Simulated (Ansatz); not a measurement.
Consider the cleavage of the Si–Ge bond: `B[SiH2][GeH3]` + CH₃OH → `B[SiH2]OC` + GeH₄.

Calculated with Ansatz (gas phase, PBE0-D4/def2-TZVP geometries, no zero-point term in ΔE). CCSD(T)/CBS is the MP2 limit (def2-TZVPP, def2-QZVPP) plus CCSD(T) − MP2 in def2-TZVPP, frozen cores. This one scheme is used for every species. Functionals use def2-TZVPP. HSE06 is defined as in plane-wave codes. For Ge outer-core shells are correlated without core-valence functions, which leaves a few kJ/mol of doubt a bond. Scalar relativity is left out up to krypton. One conformer a species, not always the lowest.

```json
{"level": "BLYP-D4", "ΔE (kJ/mol)": "-57.1", "difference from CCSD(T)/CBS": "1.1"}
{"level": "HSE06-D4", "ΔE (kJ/mol)": "-44.5", "difference from CCSD(T)/CBS": "13.7"}
{"level": "BHLYP-D4", "ΔE (kJ/mol)": "-68.8", "difference from CCSD(T)/CBS": "-10.6"}
{"level": "PBE", "ΔE (kJ/mol)": "-39.7", "difference from CCSD(T)/CBS": "18.5"}
{"level": "r2SCANh", "ΔE (kJ/mol)": "-55.0", "difference from CCSD(T)/CBS": "3.2"}
{"level": "CAM-B3LYP", "ΔE (kJ/mol)": "-71.3", "difference from CCSD(T)/CBS": "-13.1"}
{"level": "RPA@PBE/def2-TZVPP", "ΔE (kJ/mol)": "-61.6", "difference from CCSD(T)/CBS": "-3.4"}
{"level": "CCSD/def2-TZVPP", "ΔE (kJ/mol)": "-63.1", "difference from CCSD(T)/CBS": "-4.9"}
{"level": "MP2/CBS(def2)", "ΔE (kJ/mol)": "-61.4", "difference from CCSD(T)/CBS": "-3.2"}
{"level": "CCSD/CBS(def2)", "ΔE (kJ/mol)": "-61.5", "difference from CCSD(T)/CBS": "-3.3"}
{"level": "CCSD(T)/CBS", "ΔE (kJ/mol)": "-58.2", "difference from CCSD(T)/CBS": "0"}
```

Largest T1 diagnostic among the species: 0.013.

From BLYP to BHLYP (50 % exact exchange), in def2-TZVPP and without D4, ΔE moves by −14.4 kJ/mol. In def2-TZVPP, CCSD(T) changes the Hartree–Fock value by +25.8 kJ/mol (the triples alone add +3.3 kJ/mol) and MP2 by +22.6 kJ/mol.
